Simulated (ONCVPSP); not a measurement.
# What one change does to a pseudopotential (tin (Sn), ONCV)

ONCVPSP 4.0.1 input, shortened (lines: element, Z, core and valence counts, functional; n l f; lmax; l rc ep ncon nbas qcut; lloc lpopt rc5 dvloc0; l nproj debl; icmod fcfact rcfact), PBEsol, scalar-relativistic:

```
  Sn 50.00    9    2  -116133      upf
    1    0    2.00
    2    0    2.00
    2    1    6.00
    3    0    2.00
    3    1    6.00
    3    2   10.00
    4    0    2.00
    4    1    6.00
    4    2   10.00
    5    0    2.00
    5    1    2.00
    1
    0    2.20    0.00    4    8    2.50
    1    2.85    0.00    3    6    3.50
    4    5    2.10    0.00
    0    1    1.90
    1    3    0.40
    1    0.55    0.00
```

All-electron outer shells of the reference configuration (PBEsol, scalar-relativistic, ld1.x):

```csv
shell,level (eV),outermost node (bohr),outermost maximum (bohr)
4p,-89.56,0.41,0.79
4d,-25.79,0.39,0.88
5s,-10.59,0.98,2.01
5p,-3.71,1.09,2.55
```

Change: s: qcut 3.3.

Cutoffs: the cutoffs (Ha) at which the residual kinetic energy of the hardest occupied pseudo-wave falls to 1 and 0.1 mHa per electron; they do not see the model core or the augmentation charge, which bear on the density cutoff. Errors are all-electron minus pseudo energies relative to the spin-unpolarised reference configuration.

Question: What does the change do?

Answer: The potential gets softer (27 Ha and 36 Ha → 5.9 Ha and 29 Ha); of the 4 tests that both files solve, the error grows in 0 and shrinks in 1 by more than 15 % and 0.3 meV (median size 41.7 → 43.6 meV); neither file shows a bound ghost.

| quantity | base | changed |
| --- | --- | --- |
| cutoff, loose | 27 Ha | 5.9 Ha |
| cutoff, tight | 36 Ha | 29 Ha |
| loose cutoff by channel | s 27 Ha, p 3.2 Ha | s 5.9 Ha, p 3.2 Ha |
| bound ghosts | none | none |
| GHOST(+) flags under 300 eV | s at 13.8 eV | s at 18.1 eV |
| error for 5s2 5p1, meV [ΔE 6.90 eV] | -9.3 | -10 |
| error for 5s2 5p0, meV [ΔE 20.87 eV] | -69 | -77 |
| error for 5s1 5p0, meV [ΔE 51.89 eV] | -373 | -392 |
| error for 5s1 5p3, meV [ΔE 7.01 eV] | -15 | -9.6 |
| s: phases at 2.23 bohr within 0.05 rad from the reference energy up to (Ha; the scan ends near 5) | 0.2 | 0.4 |
| p: phases at 2.89 bohr within 0.05 rad from the reference energy up to (Ha; the scan ends near 5) | 4.2 | 4.2 |
| rms error of d²Exc/dni dnj with the model core, mHa | 0.35 | 0.23 |
